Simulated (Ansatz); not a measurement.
Program: Ansatz. Geometries: PBE0-D4/def2-TZVP. ΔE: electronic, gas phase. CCSD(T)/CBS adds triple-zeta CCSD(T) − MP2 to the extrapolated MP2 energy (def2 sets, frozen cores). This one scheme is used for every species. DFT in def2-TZVPP. For Ge outer-core shells are correlated without core-valence functions, which leaves a few kJ/mol of doubt a bond. Scalar relativity is left out up to krypton. One conformer a species, not always the lowest.

Consider the cleavage of the Ge–Si bond: `[CH3][GeH2][SiH2]Cl` + HCl → `[CH3][GeH2][Cl]` + `[SiH3]Cl`.

`[CH3][GeH2][SiH2]Cl`:

```xyz
11

C    -0.550    0.415    1.633
Ge    0.275   -0.820    0.360
Si    0.226    0.112   -1.830
Cl    1.054    2.006   -1.744
H    -0.485    0.011    2.644
H    -1.600    0.570    1.384
H    -0.036    1.376    1.602
H    -0.473   -2.169    0.352
H     1.741   -1.089    0.751
H     1.011   -0.675   -2.814
H    -1.162    0.264   -2.338
```

HCl:

Z-matrix (Å, degrees):
```
Cl
H 1 1.279
```

`[CH3][GeH2][Cl]`:

Cartesian coordinates in Å:
```
C -0.548 -0.446 -0.797
Ge 0.437 0.208 0.741
Cl 0.968 2.268 0.345
H 0.074 -0.381 -1.690
H -1.446 0.155 -0.945
H -0.838 -1.486 -0.639
H 1.760 -0.541 0.961
H -0.406 0.222 2.025
```

`[SiH3]Cl`:

Z-matrix (Å, degrees):
```
Si
Cl 1 2.054
H 1 1.481 2 108.5
H 1 1.481 2 108.5 3 -120.0
H 1 1.481 2 108.5 3 120.0
```

Problem. Is it downhill or uphill in electronic energy at CCSD(T)/CBS, and by how much? (Estimate.)

Solution. Ansatz gave: Downhill: ΔE = -62.7 kJ/mol.

Problem. What do these levels give: ωB97X-V, ωB97M-V, HF/def2-TZVPP, SCS-MP2/def2-TZVPP, HF/CBS(def2), MP2/CBS(def2)? (Estimate.)

Solution. Ansatz gave: ωB97X-V -68.3, ωB97M-V -68.2, HF/def2-TZVPP -93.9, SCS-MP2/def2-TZVPP -73.5, HF/CBS(def2) -95.0, MP2/CBS(def2) -67.8 kJ/mol.

Largest T1 diagnostic among the species: 0.010.

In def2-TZVPP, CCSD(T) changes the Hartree–Fock value by +30.0 kJ/mol (the triples alone add +2.7 kJ/mol) and MP2 by +25.0 kJ/mol. From PBE to PBE0 (25 % exact exchange), in def2-TZVPP and without D4, ΔE moves by −5.3 kJ/mol.
